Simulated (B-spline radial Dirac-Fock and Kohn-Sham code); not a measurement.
Relativistic shifts of the levels of Ta¹⁹⁺

System: tantalum as Ta¹⁹⁺, configuration [Kr] 4d10 4f8.

Both columns are ΔSCF binding energies of the configuration average from a radial atomic solver: non-relativistic Hartree-Fock with a point nucleus, and Dirac-Fock with a finite nucleus and the Coulomb interaction alone, averaged over the two j levels with weights 2j+1.

```tsv
shell	Hartree-Fock (eV)	Dirac-Fock (eV)	shift (eV)	shift (%)
1s	62927.2	68261.1	+5333.93	+8.48
2s	10832.9	12244.7	+1411.83	+13.03
2p	10376.7	10846.1	+469.35	+4.52
3s	2888.5	3237.6	+349.11	+12.09
3p	2678.0	2809.4	+131.38	+4.91
3d	2290.2	2275.6	-14.58	-0.64
4s	967.9	1060.6	+92.70	+9.58
4p	877.8	913.0	+35.18	+4.01
4d	713.7	712.5	-1.11	-0.16
4f	506.3	498.8	-7.58	-1.50
```

Relativity binds 1s, 2s, 2p, 3s, 3p, 4s, 4p more strongly, among those listed most of all 2s in relative terms, and 3d, 4d, 4f more weakly, because the contracted s and p shells screen the nucleus better.

Values without a named source are computed, but for edge energies of neutral atoms, which are taken from tables.
